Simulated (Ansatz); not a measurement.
Total energies of BrGeH (`[GeH][Br]`).

Cartesian coordinates in Å:
```
Ge -0.5405 0.6732 -0.3144
Br 0.3492 -1.4371 -0.7893
H 0.1914 0.7639 1.1037
```

The species carries charge 0 and has multiplicity 1. Correlated methods include outer-core shells of Br, Ge, which these sets cover unevenly. Scalar relativity is left out up to krypton. All single points use the PBE0-D4/def2-TZVP geometry. Basis def2-TZVPP, Ansatz 0.2.0.

RPA on PBE orbitals: Hartree–Fock energy of these orbitals -4648.34182 Eh, correlation -0.77375 Eh (frozen core).

| functional | energy without D4 (Eh) | D4 term (kJ/mol) |
| --- | --- | --- |
| LDA (SPW92) | -4645.04597 | – |
| PBE | -4651.07242 | -5.6 |
| BLYP | -4651.86316 | -12.1 |
| r2SCAN | -4651.74506 | -1.1 |
| B97M-V | -4650.91929 | – |
| PBE0 | -4651.21169 | -4.7 |
| B3LYP | -4651.85238 | -9.5 |
| r2SCANh | -4651.73602 | -1.2 |
| HSE06 (plane-wave form) | -4651.21683 | -4.5 |
| CAM-B3LYP | -4652.01812 | -5.0 |
| LC-ωPBE | -4651.13202 | – |
| ωB97X-V | -4651.34162 | – |
| B2PLYP | -4651.02110 | – |
| PBE-QIDH | -4650.56825 | – |

**Question.** Give the same for revPBE, r2SCAN0, BHLYP, ωB97M-V. (An estimate is asked.)

**Answer.** Ansatz gave: 
```csv
functional,energy without D4 (Eh),D4 term (kJ/mol)
revPBE,-4651.39580,-13.5
r2SCAN0,-4651.72360,-1.4
BHLYP,-4651.74596,-9.4
ωB97M-V,-4651.51266,–
```

B3LYP takes the VWN-RPA correlation (the form of Gaussian; ORCA's B3LYP/G). HSE06 is the plane-wave form, built on full-range PBE exchange. The double hybrids freeze the cores in their second-order part.

LC-ωPBE has ω = 0.4 bohr⁻¹.
